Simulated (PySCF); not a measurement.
Species: CH11ClSi4.
Numbering: `[SiH3:1][SiH2:2][SiH2:3][SiH2:4][CH2:5][Cl:6]` (hydrogens: H7, H8, H9 on Si1; H10, H11 on Si2; H12, H13 on Si3; H14, H15 on Si4; H16, H17 on C5)

Computed by this run: PBE0-D3(BJ)/def2-SVP geometry optimisation, gas phase (PySCF 2.14.0); density fitting, grid level 1; the optimiser is geomeTRIC in internal coordinates, started from a GFN2-xTB structure with every atom displaced at random (about 0.01 Å).

Step 8: E = -45216.4010 eV
```
atom  x, y, z in Å  |  force x, y, z in eV/Å
Si1     2.2385    1.1125   -0.3466    0.006   0.004  -0.033
Si2     1.6519   -0.9422    0.6289   -0.002   0.006   0.009
Si3    -0.1950   -1.6806   -0.6203   -0.001  -0.006  -0.012
Si4    -2.1351   -0.5685    0.0899   -0.028  -0.007  -0.004
C5     -1.8166    1.3024    0.2316    0.027  -0.014   0.011
Cl6    -0.6481    1.6282    1.5534   -0.041  -0.002   0.028
H7      3.1995    0.8256   -1.4598    0.016   0.010   0.021
H8      2.8808    2.0624    0.6115   -0.017  -0.006   0.006
H9      1.0372    1.7606   -0.9575    0.029  -0.003  -0.023
H10     1.3062   -0.8361    2.0776    0.008   0.000  -0.004
H11     2.7968   -1.8998    0.4915   -0.016  -0.003  -0.030
H12     0.0479   -1.3211   -2.0568   -0.001  -0.007   0.009
H13    -0.4179   -3.1601   -0.5484    0.002   0.014   0.029
H14    -3.2619   -0.7643   -0.8790    0.018  -0.005  -0.013
H15    -2.5678   -1.0712    1.4290    0.003   0.010  -0.001
H16    -2.7406    1.8524    0.4612    0.013   0.010   0.020
H17    -1.3894    1.7172   -0.6931   -0.016   0.000  -0.013
```

Step 9: E = -45216.4044 eV
```
atom  x, y, z in Å  |  force x, y, z in eV/Å
Si1     2.1920    1.1245   -0.3513    0.034  -0.049  -0.004
Si2     1.6555   -0.9516    0.6147   -0.005   0.007   0.011
Si3    -0.1993   -1.7046   -0.6117   -0.021   0.015  -0.028
Si4    -2.1245   -0.5513    0.0811   -0.020  -0.062  -0.007
C5     -1.7689    1.3112    0.2394   -0.008  -0.029   0.022
Cl6    -0.6354    1.5923    1.6016   -0.025   0.019  -0.013
H7      3.2122    0.8772   -1.4212    0.003   0.020   0.023
H8      2.7470    2.1061    0.6286   -0.020   0.000  -0.010
H9      0.9864    1.7020   -1.0221    0.027   0.020  -0.007
H10     1.3244   -0.8618    2.0682    0.022  -0.002  -0.008
H11     2.8091   -1.8951    0.4519   -0.015   0.006  -0.024
H12     0.0441   -1.3737   -2.0557   -0.003  -0.017   0.019
H13    -0.4397   -3.1799   -0.5090    0.006   0.024   0.026
H14    -3.2488   -0.7289   -0.8943    0.025   0.009  -0.020
H15    -2.5772   -1.0512    1.4148    0.002   0.017  -0.001
H16    -2.6883    1.8782    0.4449    0.022   0.020   0.028
H17    -1.3021    1.7240   -0.6668   -0.023   0.000  -0.009
```

Step 10: E = -45216.4087 eV
```
atom  x, y, z in Å  |  force x, y, z in eV/Å
Si1     2.2614    1.1424   -0.3528   -0.004  -0.115   0.016
Si2     1.6649   -0.9369    0.5783   -0.002  -0.004   0.005
Si3    -0.2169   -1.7015   -0.5987   -0.053   0.052  -0.053
Si4    -2.1538   -0.5555    0.0822    0.001  -0.117  -0.001
C5     -1.8160    1.3104    0.2337   -0.009  -0.058   0.029
Cl6    -0.6643    1.5814    1.5827    0.006   0.041  -0.012
H7      3.3214    0.9121   -1.3870   -0.010   0.016   0.028
H8      2.7895    2.0841    0.6795   -0.031   0.026  -0.027
H9      1.0818    1.7407   -1.0505    0.016   0.046   0.008
H10     1.3593   -0.8432    2.0377    0.029  -0.010  -0.007
H11     2.7883   -1.9139    0.3941   -0.006   0.028  -0.006
H12    -0.0052   -1.4123   -2.0576    0.007  -0.025   0.033
H13    -0.4401   -3.1758   -0.4458    0.004   0.033   0.015
H14    -3.2770   -0.7653   -0.8884    0.030   0.030  -0.028
H15    -2.6021   -1.0507    1.4197    0.008   0.029  -0.003
H16    -2.7386    1.8643    0.4602    0.034   0.035   0.024
H17    -1.3664    1.7370   -0.6742   -0.020  -0.006  -0.021
```

Q: Estimate the geometry and energy of step 11. (The exact step hangs on the optimiser's Hessian estimate; all steps are aligned on step 10, rigid shifts and turns removed.)

A: E = -45216.4131 eV, largest force 0.073 eV/Å
```
atom  x, y, z in Å  |  force x, y, z in eV/Å
Si1     2.2482    1.1477   -0.3436    0.000  -0.071   0.016
Si2     1.6670   -0.9451    0.5644   -0.014   0.003  -0.006
Si3    -0.2247   -1.7105   -0.5960   -0.034   0.045  -0.027
Si4    -2.1534   -0.5547    0.0845   -0.001  -0.058   0.014
C5     -1.8035    1.3105    0.2281   -0.004  -0.034   0.021
Cl6    -0.6460    1.5875    1.5710    0.013   0.018  -0.009
H7      3.3406    0.9474   -1.3485    0.001   0.004   0.014
H8      2.7286    2.0963    0.7048   -0.017   0.021  -0.014
H9      1.0808    1.7360   -1.0697    0.005   0.027   0.002
H10     1.3804   -0.8693    2.0282    0.020  -0.007   0.004
H11     2.7914   -1.9150    0.3562    0.002   0.018  -0.008
H12    -0.0199   -1.4437   -2.0586    0.008  -0.016   0.015
H13    -0.4514   -3.1805   -0.4191    0.001   0.010   0.010
H14    -3.2776   -0.7565   -0.8859    0.021   0.020  -0.024
H15    -2.6009   -1.0375    1.4263    0.001   0.013  -0.003
H16    -2.7184    1.8764    0.4556    0.015   0.014   0.013
H17    -1.3547    1.7283   -0.6844   -0.017  -0.005  -0.019
```

The energy changes by -0.0043 eV. The first-order estimate −F·Δx gives -0.0056 eV and the mean of the old and new forces, exact on a quadratic surface, -0.0045 eV. The step makes an angle of 79° with the force vector and moves no atom by more than 0.067 Å.

What follows is the cost of the whole optimisation. Time: 5.6 min of wall time; peak memory 0.67 GiB. Hardware: Arm Neoverse N1, one thread, no GPU, shared host.
